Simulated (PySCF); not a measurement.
Al(F)(NCO)(OH) (CHAlFNO₂), SMILES [N]([Al]([F])[OH])=C=O.

Coordinates come from a B3LYP-D3(BJ)/def2-SVP optimisation. The structure was generated by enumeration; whether it is a known compound was not checked. One conformer was computed; it need not be the lowest.

Level of theory: B3LYP-D3(BJ)/def2-SVP in PySCF 2.14.0.

Frequencies are harmonic and unscaled.

Computed harmonic wavenumbers and intensities:
```json
[
 {"mode": "1", "ν (cm⁻¹)": "66", "IR (km/mol)": "2.0", "moving atoms (share of kinetic energy)": "O 46 %, N 27 %, F 20 %"},
 {"mode": "2", "ν (cm⁻¹)": "95", "IR (km/mol)": "3.0", "moving atoms (share of kinetic energy)": "N 56 %, O 33 %"},
 {"mode": "3", "ν (cm⁻¹)": "227", "IR (km/mol)": "15.8", "moving atoms (share of kinetic energy)": "O 41 %, F 20 %, H 15 %, N 12 %"},
 {"mode": "4", "ν (cm⁻¹)": "252", "IR (km/mol)": "40.2", "moving atoms (share of kinetic energy)": "F 36 %, N 35 %, Al 12 %, O 10 %"},
 {"mode": "5", "ν (cm⁻¹)": "293", "IR (km/mol)": "66.2", "moving atoms (share of kinetic energy)": "Al 63 %, N 12 %, F 10 %, O 8 %"},
 {"mode": "6", "ν (cm⁻¹)": "338", "IR (km/mol)": "151.5", "moving atoms (share of kinetic energy)": "H 86 %, O 11 %"},
 {"mode": "7", "ν (cm⁻¹)": "505", "IR (km/mol)": "42.2", "moving atoms (share of kinetic energy)": "O 40 %, H 39 %"},
 {"mode": "8", "ν (cm⁻¹)": "560", "IR (km/mol)": "236.0", "moving atoms (share of kinetic energy)": "H 39 %, O 20 %, Al 17 %, F 15 %"},
 {"mode": "9", "ν (cm⁻¹)": "628", "IR (km/mol)": "30.6", "moving atoms (share of kinetic energy)": "C 71 %, N 15 %, O 14 %"},
 {"mode": "10", "ν (cm⁻¹)": "637", "IR (km/mol)": "36.5", "moving atoms (share of kinetic energy)": "C 71 %, N 15 %, O 14 %"},
 {"mode": "11", "ν (cm⁻¹)": "847", "IR (km/mol)": "182.3", "moving atoms (share of kinetic energy)": "Al 42 %, F 30 %, O 26 %"},
 {"mode": "12", "ν (cm⁻¹)": "984", "IR (km/mol)": "142.0", "moving atoms (share of kinetic energy)": "Al 51 %, O 25 %, F 19 %"},
 {"mode": "13", "ν (cm⁻¹)": "1514", "IR (km/mol)": "39.8", "moving atoms (share of kinetic energy)": "N 57 %, O 40 %"},
 {"mode": "14", "ν (cm⁻¹)": "2432", "IR (km/mol)": "1340.8", "moving atoms (share of kinetic energy)": "C 70 %, N 18 %, O 12 %"},
 {"mode": "15", "ν (cm⁻¹)": "3939", "IR (km/mol)": "114.8", "moving atoms (share of kinetic energy)": "H 94 %"}
]
```
